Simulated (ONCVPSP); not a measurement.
## PBE ONCV dataset for lutetium, non-relativistic all-electron reference.

lutetium (Lu), optimised norm-conserving Vanderbilt (ONCV), made with ONCVPSP 4.0.1 (PBE, non-relativistic). Core [Kr] 4d10 4f14, reference 5s2 5p6 (charge +3). Waves: 5s: rc 1.55 bohr, ncon 4, nbas 9, qcut 7.3 1/bohr, 1 projector; 5p: rc 2.20 bohr, ncon 3, nbas 7, qcut 7 1/bohr, 2 projectors, debl 3.7 Ha; d scattering state at 0.03 Ha: rc 2.10 bohr, ncon 5, nbas 8, qcut 4.9 1/bohr, 2 projectors, debl 1.6 Ha. Local part: polynomial inside 1.55 bohr (lpopt 1, dvloc0 3 Ha). Core correction: polynomial model core, fcfact 0.2.

All-electron outer shells of the reference configuration (PBE, non-relativistic, ld1.x):

```json
{"shell": "4f", "level (eV)": "-41.45", "outermost node (bohr)": "–", "outermost maximum (bohr)": "0.46"}
```

(1) Is a potential produced?

## Answers

(1) No. ONCVPSP 4.0.1 stopped with "ERROR pspot: first pseudo wave function has node, program will stop": the optimised pseudo-wave of the first projector has a node, so the radial equation cannot be inverted for a potential. It happened in the s channel.
